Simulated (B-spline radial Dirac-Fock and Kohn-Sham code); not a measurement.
ΔSCF core binding energies without Breit or QED terms, calculated with a B-spline atomic structure program.

A sound run for the P⁴⁺ ion in the configuration [Ne] 3s1: The ground state converged in 8 iterations, with total energy -337.58000 Ha, virial ratio 1.99500 and highest orbital energy -64.61 eV. ΔSCF binding energies: L3 (2p3/2) 199.0 eV. Holes are computed only in closed shells, and unreliable hole states are left out.

A second run, with one unsound setting: The ground state converged in 9 iterations, with total energy -274.83248 Ha, virial ratio 2.27139 and highest orbital energy -57.21 eV. ΔSCF binding energies: L3 (2p3/2) 210.3 eV. Holes are computed only in closed shells, and unreliable hole states are left out.

```
iter   energy (Ha)        error
   1     -269.32291657  9.28e-01
   2     -274.48974849  2.92e-01
   3     -274.78025991  1.10e-01
   4     -274.82455614  4.26e-02
   5     -274.83207995  8.92e-03
   6     -274.83248441  1.55e-04
   7     -274.83248457  1.13e-05
   8     -274.83248457  2.22e-07
   9     -274.83248457  8.88e-09
```

Question: Which fault fits the second run best?
A. too few iterations
B. overfilled shell
C. nuclear radius in wrong units
D. speed of light below Z

Answer: C. The input had radius_factor = 1000.0: radius_factor inflates the nucleus far beyond its size, which weakens the binding of the inner electrons.
